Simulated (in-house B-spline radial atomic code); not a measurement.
A fraction x of an electron is moved 5s → 5d in Sb⁺, starting from [Kr] 4d10 5s2 5p2 and keeping the highest spin. Computed with a B-spline radial code for spherical atoms: scalar-relativistic (X2C) LDA exchange-only, spin-polarised, spherical fractional occupations, Fermi nucleus of rms radius 4.6802 fm.

```
    x  E(x) - E(0) (eV)  5s down level (eV)  5d up level (eV)
    0            0.0000             -18.583                 -
0.125            1.9058             -18.886            -3.630
 0.25            3.8149             -19.160            -3.871
0.375                 ?                   ?                 ?
  0.5            7.6427             -19.614            -4.292
0.625            9.5573             -19.789            -4.483
 0.75                 ?                   ?                 ?
0.875           13.3703             -20.009            -4.840
    1           15.2571                   -            -5.008
```

Q: What belongs in the row x = 0.375?

A: An energy change of 5.7277 eV; 5s down at -19.403 eV, 5d up at -4.089 eV.

Q: What belongs in the row x = 0.75?

A: An energy change of 11.4680 eV; 5s down at -19.925 eV, 5d up at -4.665 eV.

Q: Check Janak's theorem between x = 0.125 and 0.25.

A: The slope of the energy is 15.27 eV; the orbital levels give 15.27 eV (ε of the receiving orbital less ε of the emptying one, averaged over the two points).
